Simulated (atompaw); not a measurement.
**What the settings do to the PAW (atompaw) potential of bismuth (Bi)**

Base potential:

| Property | Result |
| --- | --- |
| Element | Bi |
| Generator | atompaw 4.2.0.5 |
| Type | PAW |
| Functional | PBE |
| Relativity | scalar-relativistic |
| Frozen core | [Xe] 4f14 |
| Valence charge | 15 |
| Reference configuration | 5d10 6s2 6p3 |
| Partial waves | 6s (bound): rc 2.20 bohr; 6s channel at 0.05 Ry: rc 2.20 bohr; 6p (bound): rc 2.20 bohr; 6p channel at 0.2 Ry: rc 2.20 bohr; 5d (bound): rc 1.70 bohr; 5d channel at 0.65 Ry: rc 2.20 bohr |
| Local potential | bessel scheme, radius 1.85 bohr |
| Core correction | smooth core density matched at 1.25 bohr |
| Augmentation charge | sinc compensation charge, radius 1.85 bohr; PAW radius 2.20 bohr; waves and projectors: custom rrkj vanderbiltortho |

All-electron outer shells of the reference configuration (PBE, scalar-relativistic, ld1.x):

```
shell  level (eV)  outermost node (bohr)  outermost maximum (bohr)
   4f     -152.59                      –                      0.34
   5p      -95.86                   0.48                      0.86
   5d      -27.08                   0.51                      1.03
   6s      -14.48                   0.98                      1.88
   6p       -4.57                   1.14                      2.44
```

Cutoffs, loose and tight: the cutoffs (Ry, on a coarse ladder) from which the occupation-weighted sum of valence levels, in a spherical-Bessel basis at the reference potential, stays within 10 and 1 mRy of its value at 400 Ry. They see the waves, projectors and local potential, not the compensation charge or the core. A dash means not determined.

A true bound ghost makes a file unfit for plane-wave use even where its test errors are small: the radial tests pick states by their node count and pass the ghost by.

| change | outcome | cutoff, loose | cutoff, tight | bound ghosts |
| --- | --- | --- | --- | --- |
| base | generated | 50 Ry | 80 Ry | none |
| augmentation besselshape compensation charge, radius 1.85 bohr; PAW radius 2.20 bohr; waves and projectors: custom rrkj vanderbiltortho | generated | 50 Ry | 80 Ry | none |
| wave 6s channel at 0.05 Ry: rc 2.20 bohr becomes 6s channel at 0.64 Ry: rc 2.20 bohr | generated | 50 Ry | 80 Ry | none |
| functional PBEsol | generated | 50 Ry | 80 Ry | none |
| augmentation sinc compensation charge, radius 1.85 bohr; PAW radius 2.20 bohr; waves and projectors: custom polynom2 7 10 vanderbiltortho | generated | 120 Ry | 260 Ry | none |
| wave 6p (bound): rc 2.20 bohr becomes 6p (bound): rc 1.62 bohr | failed: atompaw: The overlap operator has at least one negative eigenvalue! | – | – | – |
| core [Xe] 4f14 5d10, valence charge 5; reference 6s2 6p2.5; waves now 6s (bound): rc 2.25 bohr; 6s channel at 3.4 Ry: rc 2.25 bohr; 6p (bound): rc 2.25 bohr; 6p channel at 3.7 Ry: rc 2.25 bohr; local potential bessel scheme, radius 1.70 bohr; core correction smooth core density matched at 1.80 bohr; augmentation sinc compensation charge, radius 2.00 bohr; PAW radius 2.25 bohr; waves and projectors: custom rrkj vanderbiltortho | generated | 6 Ry | 12 Ry | d |
| local potential bessel scheme, radius 1.32 bohr | generated | 50 Ry | 70 Ry | s |
| augmentation sinc compensation charge, radius 1.85 bohr; PAW radius 2.20 bohr; waves and projectors: custom rrkj gramschmidtortho | generated | 50 Ry | 80 Ry | none |
| all radii scaled by about 1.15 (s 2.54, p 2.54, d 1.96 bohr); local potential bessel scheme, radius 2.14 bohr; augmentation sinc compensation charge, radius 2.14 bohr; PAW radius 2.54 bohr; waves and projectors: custom rrkj vanderbiltortho; core correction smooth core density matched at 1.44 bohr | generated | 30 Ry | 50 Ry | none |
| core correction smooth core density matched at 0.98 bohr | generated | 50 Ry | 80 Ry | none |
| augmentation sinc compensation charge, radius 1.96 bohr; PAW radius 2.20 bohr; waves and projectors: custom rrkj vanderbiltortho | generated | 50 Ry | 80 Ry | none |
| wave 6s (bound): rc 2.20 bohr becomes 6s (bound): rc 1.14 bohr | failed: atompaw: The overlap operator has at least one negative eigenvalue! | – | – | – |
